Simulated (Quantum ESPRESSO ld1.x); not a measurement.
Results of a calculation; reference values are marked as such.
All-electron atom: Kr I in [Ar] 3d10 4s2 4p5.5 5p0.5 (fractional occupations, a model configuration). Code: ld1.x of Quantum ESPRESSO 7.5. Model: Dirac Kohn-Sham, PBEsol, spin-unpolarised, spherical densities, point nucleus; open shells fill j = l - 1/2 first.

Normalised radial functions P(r) = r R(r) (large component), r in bohr:

r	3d5/2	5p3/2
0.003612	0.0000	0.0003
0.004974	0.0001	0.0005
0.00685	0.0002	0.0009
0.009433	0.0006	0.0016
0.01289	0.0015	0.0029
0.01775	0.0037	0.0050
0.02444	0.0089	0.0083
0.03366	0.0209	0.0132
0.04635	0.0472	0.0198
0.06332	0.1000	0.0266
0.0872	0.2033	0.0314
0.1201	0.3815	0.0287
0.1654	0.6472	0.0132
0.2259	0.9603	-0.0139
0.3111	1.2388	-0.0423
0.4285	1.3344	-0.0494
0.5901	1.1688	-0.0198
0.8126	0.8100	0.0369
1.11	0.4353	0.0862
1.529	0.1655	0.0939
2.105	0.0408	0.0420
2.899	0.0057	-0.0548
3.961	0.0004	-0.1631
5.455	0.0000	-0.2626
7.512	0.0000	-0.3384
10.34	0.0000	-0.3263
14.25	0.0000	-0.1954
19.46	0.0000	-0.0724
26.8	0.0000	-0.0139

3d5/2: eigenvalue -84.889 eV, 0 radial nodes, <r> = 0.558 bohr, 90 % of the charge inside 0.913 bohr. 5p3/2 (empty): eigenvalue -0.794 eV, 3 radial nodes at r = 0.195, 0.666, 2.45 bohr, <r> = 9.65 bohr, 90 % of the charge inside 14.3 bohr.
